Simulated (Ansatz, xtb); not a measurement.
Isomers of CH3OSn in order of energy

5 gas-phase structures of CH3OSn, found in a search over its isomers (lower ones may exist). Each was relaxed with GFN2-xTB; where two conformers were screened, the lower at r2SCAN-D4/def2-SVP//GFN2-xTB is listed:

A. a doublet given by its coordinates
B. a doublet given by its coordinates
C. `[CH3][Sn]=[O]`, a doublet
D. `O=[CH][SnH2]`, a doublet
E. `[CH2][O][SnH]`, a doublet

A (Å):

```xyz
6

C    -0.8562   -1.3655   -0.0785
O     0.5730    1.2706   -0.7140
Sn   -0.5043    0.5730    0.8908
H    -0.4646   -1.5905   -1.0648
H     0.9590    2.1423   -0.7413
H    -1.4423   -2.1941    0.3117
```

Close contacts (Å): C1–Sn3 2.20, O2–Sn3 2.05, C1–H4 1.08, C1–H6 1.09, O2–H5 0.95.

B (Å):

```xyz
6

C    -3.5959    0.9050    2.7027
O    -3.6430    1.2274    1.4495
Sn   -2.3267   -0.5285    1.0666
H    -2.9965    1.5051    3.3850
H    -4.4013    0.3194    3.1367
H    -3.6666   -1.7730    1.2959
```

Close contacts (Å): C1–O2 1.29, C1–Sn3 2.52, O2–Sn3 2.23, C1–H4 1.09, C1–H5 1.09, Sn3–H6 1.84.

Question: Estimate their order in r2SCAN-D4/def2-SVP//GFN2-xTB energy at these geometries, lowest first.

Answer: Calculated order at r2SCAN-D4/def2-SVP//GFN2-xTB: A (0.0), E (2.0), B (5.1), C (8.6), D (18.3) kcal/mol.

Energies above the lowest of each column, in kcal/mol; the last columns are at r2SCAN-D4/def2-SVP geometries and were run for some of them only (a dash: not run or not comparable):

```tsv
structure	GFN2-xTB	HF/STO-3G	r2SCAN-D4/def2-SVP//GFN2-xTB	r2SCAN-D4/def2-SVP	CCSD(T)/def2-SVP
A	11.2	12.0	0.0	0.0	0.0
E	0.0	29.3	2.0	2.0	5.1
B	2.0	26.4	5.1	5.7	–
C	9.0	0.0	8.6	–	–
D	25.1	16.7	18.3	–	–
```

CCSD(T)/def2-SVP puts A lowest of those it was run on; GFN2-xTB picks E, HF/STO-3G picks C. Some further structures that were screened fall inside this span and aren't listed. Flexible structures stand in one conformer each, not always the lowest. Frequencies (r2SCAN-D4/def2-SVP) were run for A, E alone. Open shells are spin-unrestricted, some with notable spin contamination. Atoms past krypton carry core potentials in the def2 sets, without spin–orbit terms.

Over these structures GFN2-xTB departs from r2SCAN-D4/def2-SVP//GFN2-xTB by 5.1 kcal/mol on average once a common shift is removed. A GFN2-xTB relaxation took about 0.083 s and the r2SCAN-D4/def2-SVP//GFN2-xTB energy about 3.3 s on a shared host (Ansatz 0.2.0, xtb 6.7.1).
